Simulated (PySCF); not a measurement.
## Mo: excitation energy

Mo [Kr] 4d5 5s1 (7S) → Mo [Kr] 4d4 5s1 5p1 (high-spin determinant), as a difference of total energies. All numbers are calculated (PySCF 2.14, scalar relativity through the core potential, in def2-QZVPPD with the def2 core potential (28 electrons)). Correlated levels: valence and next inner shell: nothing frozen outside the core potential. The calculations carry no spin-orbit coupling.

```tsv
method	excitation energy (eV)
UHF	2.851
MP2 (valence and next inner shell)	3.618
SCS-MP2 (valence and next inner shell)	3.282
CCSD (valence and next inner shell)	3.268
CCSD(T) (valence and next inner shell)	3.339
```

How much does correlation contribute at CCSD(T) (valence and next inner shell)?

3.339 − (2.851) = 0.488 eV, measured against UHF.

The coupled-cluster amplitudes are large for the upper state (T1 above 0.03 or a double amplitude above 0.15), so a single reference is strained.

The determinant of the upper state mixes LS terms, which raises its energy above the lowest term, most at the Hartree-Fock and MP2 levels.
